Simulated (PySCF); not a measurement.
Computed XPS line lists of a few unrelated compounds.

Computed with PySCF, delta-SCF UKS SCAN, pcX-2 on the ionised atom, pcseg-1 elsewhere, spin-free X2C. Geometries: PBE0-D3(BJ)/def2-SVP; isolated species, one conformer each.

Line lists (1s up to Mg, 2p3/2 beyond, nothing for Al, As or Ti; areas count atoms within a level, one atom standing for each set equivalent by bonding):
1. C 1s: 291.02 (area 2), 291.25 (area 1) eV
2. C 1s: 289.17 eV
3. C 1s: 291.11 (area 1), 292.47 (area 1), 292.58 (area 1) eV; O 1s: 538.93 eV; Cl 2p3/2: 205.90 eV

Structures:
A. `C[C@H](Cl)CO`
B. `[CH3][Ti]([CH3])([CH3])[CH3]`
C. `CC(C)[AsH2+][AlH3-]`

Problem. Match each list to its structure.

Solution. 
- 1 = C: no other candidate has these counts of sites. C 1s: 291.02 methyl carbon (×2), 291.25 sp3 CH carbon.
- 2 = B: no other candidate has these counts of sites. C 1s: 289.17 methyl carbon (×4).
- 3 = A: no other candidate has this set of levels. C 1s: 291.11 methyl carbon, 292.47 sp3 C–Cl carbon, 292.58 carbinol carbon (C–OH); O 1s: 538.93 alcohol oxygen; Cl 2p3/2: 205.90 alkyl chlorine.

The 2p values add to the ΔSCF energy of one spin-free hole a correction within the shell (spin–orbit coupling, ligand field).
